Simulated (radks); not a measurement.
Numerical settings for neutral selenium, [Ar] 3d10 4s2 4p4. All-electron calculation, Dirac Kohn-Sham, PBEsol, spin-unpolarised, spherical densities, finite nucleus; open shells fill j = l - 1/2 first; Fermi nuclear charge, rms radius 4.14 fm. Program: a radial shooting solver on a logarithmic mesh with Libxc functionals. The defaults (mesh step 0.008 in ln r, mesh end at 40 bohr or more with all orbitals vanishing there, Anderson mixing 0.5 over 9 steps, residual threshold near 1e-9 with the energy settled to 1e-9 hartree or 1e-11 of itself, here a cap of 97 iterations) give E = -2428.4412 hartree and 4p3/2 at -6.344 eV in 14 iterations. Times are rough (one thread of a shared host). One setting is changed at a time: mesh step in ln r 0.2; mesh step in ln r 0.08; mesh step in ln r 0.12; mesh end (bohr) 400; mesh end (bohr) 8; residual threshold 1e-13; residual threshold 1e-05; mixing 2.5; linear mixing, mixing 1; linear mixing, mixing 0.5; mixing history 2; iteration cap 8. Which runs fail to converge, and which converge to a wrong energy?

Answer. Not converged within the cap: mesh step in ln r 0.2; mesh step in ln r 0.12; linear mixing, mixing 1; iteration cap 8. Settings that end as converged yet miss the energy by more than 1 mhartree: mesh end (bohr) 8 (+0.00102 hartree).
